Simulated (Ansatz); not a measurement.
WO2(OH)2 (WO₄H₂). Total charge 0; singlet. Geometry relaxed at PBE-D4/def2-SVP.

```xyz
7

W     0.168   -0.191    0.211
O    -0.493   -1.033    1.565
O     1.860   -0.528    0.154
O    -0.072    1.681    0.437
H    -0.585    2.104    1.149
O    -0.670   -0.833   -1.370
H    -0.208   -1.200   -2.146
```

In the def2 sets W takes a core potential; there is no spin–orbit coupling.

(1) Estimate the harmonic wavenumbers at RKS PBE-D4/def2-SVP (Ansatz, unscaled). Is this a minimum?

Answers

(1) 164, 194, 197, 229, 246, 258, 346, 557, 563, 714, 725, 962, 991, 3755, 3759 cm⁻¹. Yes, no mode is imaginary beyond noise. Zero-point energy 81.7 kJ/mol. Hardware: 4 threads of Arm Neoverse V1 on a shared host. Wall time 30 s.
